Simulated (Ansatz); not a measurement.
System: H$_{6}$Se (charge 0, singlet). 
Geometry from a B3LYP-D3(BJ)/def2-TZVP (Ansatz, a program for electronic structure) optimisation:
SMILES: [SeH6]
```xyz
7

Se     0.0000     0.0000     0.0000
H      1.5612     0.0042     0.0010
H     -1.5612    -0.0042    -0.0010
H     -0.0042     1.5612     0.0049
H      0.0042    -1.5612    -0.0049
H     -0.0010    -0.0049     1.5612
H      0.0010     0.0049    -1.5612
```

Basis-set convergence of Hartree-Fock and CCSD correlation energies (hartree) with Ansatz. Valence correlation only, unless marked. No spin-orbit coupling. Frozen are the shells of the preceding noble gas and the d and f shells that filled before the atom's block. Non-relativistic.

| basis | functions | E(HF) | E(corr, CCSD) |
|---|---|---|---|
| def2-SVPD | 89 | -2402.75277 | -0.25093 |
| def2-TZVPPD | 159 | (withheld) | (withheld) |

Task: What belongs in the gaps?

Result: 
- def2-TZVPPD, E(HF): -2403.05083
- def2-TZVPPD, E(corr, CCSD): -0.29552
